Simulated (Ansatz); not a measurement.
Program: Ansatz. Geometries: PBE0-D4/def2-TZVP. ΔE: electronic, gas phase. CCSD(T)/CBS adds triple-zeta CCSD(T) − MP2 to the extrapolated MP2 energy (def2 sets, frozen cores). Functionals use def2-TZVPP. For Ge outer-core shells are correlated without core-valence functions, which leaves a few kJ/mol of doubt a bond. Scalar relativity is left out up to krypton. One conformer a species, not always the lowest.

`[OH][Ge][O][SiH3]` + `CC(N)S` → `NC(S)C[SiH3]` + `[OH][Ge][OH]`  (formal exchange of groups at the Si–O bond)

**Question.** Is it downhill or uphill in electronic energy at CCSD(T)/CBS, and by how much? (Estimate.)

**Answer.** The calculation gave: Uphill: ΔE = +1.15 eV.

**Question.** What do these levels give: B97M-V, r2SCAN0-D4, BLYP, BHLYP, HF/def2-SVP, HF/def2-QZVPP? (Estimate.)

**Answer.** Ansatz gave: B97M-V 1.18, r2SCAN0-D4 1.15, BLYP 1.19, BHLYP 1.30, HF/def2-SVP 1.33, HF/def2-QZVPP 1.45 eV.

Largest T1 diagnostic among the species: 0.015.

From PBE to PBE0 (25 % exact exchange), in def2-TZVPP and without D4, ΔE moves by +0.06 eV. The D4 term adds −0.06 eV with B3LYP and −0.03 eV with PBE0; it sums over pairs of atoms, weighted by their polarisabilities, and B3LYP, whose exchange is more repulsive, gets the larger term.

B3LYP here is the variant with VWN-RPA as its local correlation; programs differ in this.
